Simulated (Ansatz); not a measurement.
Consider the cleavage of the Si–B bond: `[SiH3]B1CN1` + `[OH][Sc]([OH])[OH]` → `[OH][Sc]([OH])[O][SiH3]` + `B1CN1`.

Isolated molecules relaxed with PBE0-D4/def2-TZVP in Ansatz; ΔE leaves out vibrations. CBS: MP2 limit from def2 TZ/QZ plus the TZ coupled-cluster correction, frozen cores. This one scheme is used for every species. For Sc outer-core shells are correlated without core-valence functions, which leaves a few kJ/mol of doubt a bond. Scalar relativity is left out up to krypton. One conformer a species, not always the lowest.

```tsv
species	CCSD/def2-TZVPP energy (Eh)
`[SiH3]B1CN1`	-410.08502
`[OH][Sc]([OH])[OH]`	-987.45751
`[OH][Sc]([OH])[O][SiH3]`	-1277.75168
`B1CN1`	-119.83618
```

Problem. Work out ΔE.

Solution. ΔE = (-1277.75168) + (-119.83618) − (-410.08502) − (-987.45751) = -0.04533 Eh = -1.23 eV. CCSD(T)/CBS gives -1.22 eV.

Largest T1 diagnostic among the species: 0.016.

Leaving LDA and LC-ωPBE aside and taking each functional with its dispersion term where it has one, the values, not all of them listed here, spread over 0.35 eV, from BHLYP-D4 to PBE-D4. From BLYP to BHLYP (50 % exact exchange), in def2-TZVPP and without D4, ΔE moves by −0.18 eV.
